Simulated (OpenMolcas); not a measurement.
# Ni2+ in a point-charge field

Ni2+ among 4 point charges of -1.5 e arranged as a square (D4h), 1.72 Å from the ion.

```yaml
Program: OpenMolcas
Method: "SS-CASPT2, IPEA 0.25 Eh, imaginary shift 0.1 Eh (closed shells correlated: 3s 3p)"
Basis: ANO-RCC-VDZP [5s4p2d1f]
Scalar_Hamiltonian: DKH2, point nucleus
Active_space: 8 electrons in 5 orbitals (3d)
State_averaging: 2S+1 = 3 even, 10 roots; 2S+1 = 1 even, 15 roots
Spin-orbit_coupling: RASSI with atomic mean-field integrals over the reference wave functions
```

The lowest spin-free states (labels of D4, the rotations of D4h), above the lowest:

```tsv
State	Degeneracy	E (cm-1)	Free-ion L (%)
3A2	1	0	F (61)
3E	2	730	F (98)
3B1	1	5550	F (100)
3E	2	8590	F (93)
1A1	1	8720	D (49)
3B2	1	12270	F (100)
1A2	1	12980	G (100)
1E	2	15420	D (87)
1A1	1	19210	G (57)
1B1	1	21280	D (84)
3A2	1	22120	P (61)
1B2	1	26170	D (92)
1E	2	26260	G (93)
3E	2	34510	P (90)
1B1	1	36530	G (84)
1B2	1	36970	G (92)
1E	2	43280	G (94)
1A1	1	44820	G (95)
1A1	1	63290	S (94)
```

The lowest levels with spin-orbit coupling:

```tsv
E (cm-1)	Degeneracy	Label	2S+1	g
0	1	A1	3	
330	2	E	3	0.00 0.00 3.13
360	1	A2	3	
610	1	A1	3	
1250	2	E	3	0.00 0.00 3.70
1800	1	B2	3	
1950	1	B1	3	
5990	2	E	3	0.00 0.00 4.78
6130	1	B2	3	
8800	1	B1	3	
8930	2	E	3	0.00 0.00 0.45
8980	1	A1	3 (56 %)	
9030	1	B2	3	
9230	1	A2	3	
9640	1	A1	1 (55 %)	
12850	2	E	3	0.00 0.00 3.03
12910	1	B1	3	
13520	1	A2	1	
16030	2	E	1	0.00 0.00 1.38
19760	1	A1	1
```

Powder χT (cm3 K/mol): 0.0211 at 2 K, 0.106 at 10 K, 0.529 at 50 K, 1.04 at 100 K, 1.7 at 200 K, 1.96 at 300 K. The effective moment at 300 K is 2.828 √(χT) = 3.96 μB.

The lowest level has 2S+1 = 3, for which the spin-only value is χT = S(S+1) / 2 = 1.000 cm3 K/mol (g = 2). The computed 1.962 at 300 K differs by +0.962, through orbital momentum, spin-orbit coupling and any other state in reach.

Spin-orbit coupling mixes the spin-free states strongly: the lowest level takes only 55 % from its leading state, 3A2. This shell can be high or low spin here, a state of another spin lies low, and with metal d orbitals alone active their balance is uncertain, so the ground spin may be wrong. Free-ion shares, where given, are those of the reference states; single-state CASPT2 does not remix them. Point charges carry no covalency, so the field is a model and not that of real ligands. No measured value stands beside these numbers.

With an even number of electrons the g values are those of a degenerate or nearly degenerate non-Kramers pair.
